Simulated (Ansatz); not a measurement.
Nudged elastic band run: C2H8FNSi

input.yaml

```yaml
crystal:
  periodic: [false, false, false]
  atoms:
    - { symbol: F, position_ang: [-1.348337, 1.894708, 1.429255] }
    - { symbol: C, position_ang: [0.003049, 1.525419, 1.339985] }
    - { symbol: "N", position_ang: [0.206529, 0.240921, 0.795407] }
    - { symbol: C, position_ang: [-0.239934, 0.024309, -0.579794] }
    - { symbol: Si, position_ang: [0.328066, -1.66123, -1.25101] }
    - { symbol: H, position_ang: [0.494097, 2.283939, 0.706199] }
    - { symbol: H, position_ang: [0.415321, 1.565984, 2.361939] }
    - { symbol: H, position_ang: [-0.129502, -0.486885, 1.423995] }
    - { symbol: H, position_ang: [0.21542, 0.801017, -1.22101] }
    - { symbol: H, position_ang: [-1.336469, 0.13286, -0.708794] }
    - { symbol: H, position_ang: [-0.268359, -1.8884, -2.600348] }
    - { symbol: H, position_ang: [-0.133897, -2.744557, -0.330887] }
    - { symbol: H, position_ang: [1.814415, -1.722886, -1.350138] }
basis:
  gaussian: { orbitals: def2-SVP }
hamiltonian:
  xc: b3lyp
neb:
  order_check: false
  images: 7
  f_tol: 0.05
  max_iterations: 60
  initial_path: idpp
  optimiser: lbfgs
  climbing: immediate
  final_atoms:
    - { symbol: F, position_ang: [-0.02218324, 2.44824356, 0.68022132] }
    - { symbol: C, position_ang: [0.39151689, 1.20899485, 1.20026308] }
    - { symbol: "N", position_ang: [-0.52848203, 0.16668574, 0.96858523] }
    - { symbol: C, position_ang: [-0.79828769, -0.18648995, -0.43089454] }
    - { symbol: Si, position_ang: [0.52990269, -1.33112347, -1.18183079] }
    - { symbol: H, position_ang: [1.36017637, 0.98132546, 0.72546016] }
    - { symbol: H, position_ang: [0.53050953, 1.34779199, 2.28492178] }
    - { symbol: H, position_ang: [-1.39013644, 0.31895849, 1.48893404] }
    - { symbol: H, position_ang: [-0.95788086, 0.70200443, -1.07317692] }
    - { symbol: H, position_ang: [-1.74013787, -0.75876408, -0.46712391] }
    - { symbol: H, position_ang: [0.19956794, -1.58169444, -2.61703071] }
    - { symbol: H, position_ang: [0.55616634, -2.63116481, -0.45162013] }
    - { symbol: H, position_ang: [1.88966738, -0.71956877, -1.1119096] }
```

Run as:

```bash
$ ansatz run input.yaml --threads 2 --pin off --max-ram 3072MiB --backend cpu --events-out ev --progress --plain --runs-dir out
```

Output, in part (warnings, iteration lines, the closing report on the highest movable image, with atoms numbered from 0):

```
NEB end point (image 0): max|allowed force component| = 1.321e-2 eV/Å (the criterion of neb.relax_end_points is 1.000e-2)
NEB end point (image 8): max|allowed force component| = 7.186e-3 eV/Å (the criterion of neb.relax_end_points is 1.000e-2)
NEB iter   1: max|band force component| = 9.580e-1 eV/Å  barrier→ = 0.1765 eV  barrier← = 0.1321 eV  CI = image 4  Δτ_max = 0.0142 Å  (224 SCF iters)
NEB iter   2: max|band force component| = 5.224e-1 eV/Å  barrier→ = 0.1491 eV  barrier← = 0.1047 eV  CI = image 4  Δτ_max = 0.0117 Å  (202 SCF iters)
NEB iter   3: max|band force component| = 4.711e-1 eV/Å  barrier→ = 0.1340 eV  barrier← = 0.0896 eV  CI = image 4  Δτ_max = 0.0497 Å  (179 SCF iters)
NEB iter   4: max|band force component| = 6.113e-1 eV/Å  barrier→ = 0.1030 eV  barrier← = 0.0586 eV  CI = image 5  Δτ_max = 0.0100 Å  (199 SCF iters)
NEB iter   5: max|band force component| = 2.652e-1 eV/Å  barrier→ = 0.0971 eV  barrier← = 0.0527 eV  CI = image 5  Δτ_max = 0.0021 Å  (191 SCF iters)
NEB iter   6: max|band force component| = 1.353e-1 eV/Å  barrier→ = 0.0952 eV  barrier← = 0.0508 eV  CI = image 5  Δτ_max = 0.0066 Å  (154 SCF iters)
NEB iter   7: max|band force component| = 1.514e-1 eV/Å  barrier→ = 0.0926 eV  barrier← = 0.0482 eV  CI = image 5  Δτ_max = 0.0028 Å  (162 SCF iters)
NEB iter   8: max|band force component| = 9.563e-2 eV/Å  barrier→ = 0.0916 eV  barrier← = 0.0472 eV  CI = image 5  Δτ_max = 0.0029 Å  (155 SCF iters)
NEB iter   9: max|band force component| = 1.536e-1 eV/Å  barrier→ = 0.0908 eV  barrier← = 0.0463 eV  CI = image 5  Δτ_max = 0.0028 Å  (149 SCF iters)
NEB iter  10: max|band force component| = 8.628e-2 eV/Å  barrier→ = 0.0901 eV  barrier← = 0.0457 eV  CI = image 5  Δτ_max = 0.0025 Å  (148 SCF iters)
NEB iter  11: max|band force component| = 1.178e-1 eV/Å  barrier→ = 0.0895 eV  barrier← = 0.0451 eV  CI = image 5  Δτ_max = 0.0024 Å  (143 SCF iters)
NEB iter  12: max|band force component| = 8.455e-2 eV/Å  barrier→ = 0.0890 eV  barrier← = 0.0446 eV  CI = image 5  Δτ_max = 0.0020 Å  (146 SCF iters)
NEB iter  13: max|band force component| = 1.226e-1 eV/Å  barrier→ = 0.0886 eV  barrier← = 0.0442 eV  CI = image 5  Δτ_max = 0.0023 Å  (134 SCF iters)
NEB iter  14: max|band force component| = 7.147e-2 eV/Å  barrier→ = 0.0882 eV  barrier← = 0.0437 eV  CI = image 5  Δτ_max = 0.0020 Å  (143 SCF iters)
NEB iter  15: max|band force component| = 9.526e-2 eV/Å  barrier→ = 0.0878 eV  barrier← = 0.0434 eV  CI = image 5  Δτ_max = 0.0020 Å  (133 SCF iters)
NEB iter  16: max|band force component| = 6.953e-2 eV/Å  barrier→ = 0.0875 eV  barrier← = 0.0431 eV  CI = image 5  Δτ_max = 0.0016 Å  (146 SCF iters)
NEB iter  17: max|band force component| = 9.904e-2 eV/Å  barrier→ = 0.0872 eV  barrier← = 0.0428 eV  CI = image 5  Δτ_max = 0.0019 Å  (133 SCF iters)
NEB iter  18: max|band force component| = 5.913e-2 eV/Å  barrier→ = 0.0870 eV  barrier← = 0.0426 eV  CI = image 5  Δτ_max = 0.0017 Å  (146 SCF iters)
NEB iter  19: max|band force component| = 7.937e-2 eV/Å  barrier→ = 0.0868 eV  barrier← = 0.0423 eV  CI = image 5  Δτ_max = 0.0016 Å  (133 SCF iters)
NEB iter  20: max|band force component| = 5.726e-2 eV/Å  barrier→ = 0.0865 eV  barrier← = 0.0421 eV  CI = image 5  Δτ_max = 0.0013 Å  (143 SCF iters)
NEB iter  21: max|band force component| = 8.125e-2 eV/Å  barrier→ = 0.0864 eV  barrier← = 0.0419 eV  CI = image 5  Δτ_max = 0.0015 Å  (132 SCF iters)
NEB iter  22: max|band force component| = 4.892e-2 eV/Å  barrier→ = 0.0862 eV  barrier← = 0.0418 eV  CI = image 5  Δτ_max = 0.0402 Å  (142 SCF iters)
NEB iter  23: max|band force component| = 1.456e-1 eV/Å  barrier→ = 0.0843 eV  barrier← = 0.0399 eV  CI = image 5  Δτ_max = 0.0408 Å  (28 SCF iters)
NEB iter  24: max|band force component| = 3.281e-2 eV/Å  barrier→ = 0.0836 eV  barrier← = 0.0392 eV  CI = image 5  Δτ_max = 0.0000 Å  (380 SCF iters)
Total energy: -14281.80790209 eV, -524.8467598447 hartree
Atom 0 at    -0.585996     2.394249     1.185625 Å, force     0.001870    -0.007564     0.005265 eV/Å
Atom 1 at     0.320149     1.324716     1.304931 Å, force    -0.004210     0.001772    -0.002229 eV/Å
Atom 2 at    -0.217288     0.081097     0.929590 Å, force     0.001371     0.000523     0.002409 eV/Å
Atom 3 at    -0.636990    -0.094891    -0.471952 Å, force    -0.000029    -0.012718    -0.009762 eV/Å
Atom 4 at     0.412093    -1.435883    -1.329312 Å, force    -0.009793     0.012931     0.007014 eV/Å
Atom 5 at     1.181463     1.578863     0.663990 Å, force     0.003160    -0.000308    -0.001006 eV/Å
Atom 6 at     0.637858     1.288224     2.359774 Å, force     0.005651     0.000814    -0.001451 eV/Å
Atom 7 at    -0.907074    -0.264328     1.590790 Å, force     0.000085     0.005886    -0.003218 eV/Å
Atom 8 at    -0.566097     0.861256    -1.018210 Å, force    -0.003393    -0.002575    -0.005016 eV/Å
Atom 9 at    -1.704853    -0.369592    -0.529062 Å, force     0.001293     0.000231     0.006264 eV/Å
Atom 10 at    -0.042167    -1.639553    -2.740204 Å, force     0.008635    -0.000983    -0.001887 eV/Å
Atom 11 at     0.280280    -2.725952    -0.591005 Å, force    -0.002535     0.000682    -0.003508 eV/Å
Atom 12 at     1.849020    -1.033009    -1.340157 Å, force    -0.002104     0.001310     0.007126 eV/Å
Dipole moment:    -0.047696    -0.167156     0.088114 e Å
```

The forces met the threshold. The band force fell under the threshold earlier too, but the program's further tests of the path sent the band on. Another band between the same ends (7 images) ends at a top of the same energy, where a vibrational analysis finds 1 clearly imaginary mode.

Final band (atoms are numbered from 1 in the order of the input):

```
image  path coordinate (Å)  energy (eV)  dihedral H8–N3–C4–H9 (°)
    0                 0.00        0.000                      -176
    1                 0.46        0.007                       175
    2                 0.91        0.028                       165
    3                 1.37        0.055                       154
    4                 1.82        0.077                       141
    5                 2.28        0.084                       127
    6                 2.78        0.073                       111
    7                 3.28        0.054                        97
    8                 3.77        0.044                        84
```

Run time: 8 min on 2 threads of Arm Neoverse V1 (shared host), peak memory 0.26 GiB.
